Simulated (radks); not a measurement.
The numbers below are computed, except where a source is named.
Coulomb parameter of the 4f shell of the erbium ion Er2+ in the model configuration [Xe] 4f11 6s1, as a second difference U = [E(n + 0.5) + E(n - 0.5) - 2 E(n)] / (0.5)^2 with all orbitals relaxed. "Bare": the charge of the atom changes with n. "Screened": the 6s shell takes up the change at fixed total charge, which measures U(4f,4f) + U(6s,6s) - 2 U(4f,6s). Level of theory: Dirac Kohn-Sham, PBE, spin-unpolarised, spherical densities, finite nucleus; open shells are shared between the two j in proportion to 2j + 1; Fermi nuclear charge, rms radius 5.2516 fm (a radial shooting solver on a logarithmic mesh with Libxc functionals).

| case | configuration | E - E(n) (eV) |
|---|---|---|
| start | [Xe] 4f11 6s1 | 0.000 |
| bare +0.5 | [Xe] 4f11.5 6s1 | -10.959 |
| bare -0.5 | [Xe] 4f10.5 6s1 | 15.540 |
| screened +0.5 | [Xe] 4f11.5 6s0.5 | -3.763 |
| screened -0.5 | [Xe] 4f10.5 6s1.5 | 5.692 |

U(bare) = 18.323 eV, U(screened by 6s) = 7.716 eV.
